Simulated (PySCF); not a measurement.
PySCF job for InBr3, SMILES [Br][In]([Br])[Br], IEF-PCM-ωB97X/def2-SVP. The structure is a stationary point at PBE-D3(BJ)/def2-SVP. The isomer is the one that the SMILES or the coordinates give; other isomers of the formula were not compared. The def2 effective core potentials stand for the cores of In; spin–orbit coupling is left out.

```python
import numpy as np
from pyscf import gto, scf, dft
from pyscf.solvent import pcm

mol = gto.M(
    atom='''
    In    0.00000000    0.00000000    0.00000000
    Br   -2.48311827    0.00000000    0.00000000
    Br    1.24155913    2.15044350    0.00000000
    Br    1.24155913   -2.15044350    0.00000000
    ''',
    basis='def2-SVP',
    ecp={'In': 'def2-svp'},
    charge=0,
    spin=0,
    max_memory=1600,
    verbose=3,
)
mf = dft.RKS(mol, xc='wb97x').density_fit(auxbasis='def2-universal-jkfit')
mf.grids.level = 3
mf.conv_tol = 1e-9
mf.max_cycle = 100
mf.kernel()
res = {}
for name, eps in {'water': 78.355, 'acetonitrile': 35.688, '2-propanol': 19.264}.items():
    s = mf.PCM()
    s.with_solvent.method, s.with_solvent.eps, s.with_solvent.lebedev_order = 'IEF-PCM', eps, 29
    s.kernel(mf.make_rdm1())
    res[name] = (s.e_tot, eps, s.dip_moment(), s.mo_energy, s.converged)
    print(f'{name}: electrostatic solvation free energy {(s.e_tot - mf.e_tot) * 627.509474:.3f} kcal/mol')
```

Log of the run:

```
converged SCF energy = -7911.94731078411

WARN: PCM is an experimental feature. It is still in testing.
Features and APIs may be changed in the future.

converged SCF energy = -7911.95828310394
Dipole moment(X, Y, Z, Debye): -0.00075, -0.00000, -0.00000
water: electrostatic solvation free energy -6.885 kcal/mol

WARN: PCM is an experimental feature. It is still in testing.
Features and APIs may be changed in the future.

converged SCF energy = -7911.95798315539
Dipole moment(X, Y, Z, Debye): -0.00063, -0.00000, -0.00000
acetonitrile: electrostatic solvation free energy -6.697 kcal/mol

WARN: PCM is an experimental feature. It is still in testing.
Features and APIs may be changed in the future.

converged SCF energy = -7911.95752798937
Dipole moment(X, Y, Z, Debye): -0.00046, -0.00000,  0.00000
2-propanol: electrostatic solvation free energy -6.411 kcal/mol
```

Self-consistency was reached.

Cost: roughly 60 core-seconds.
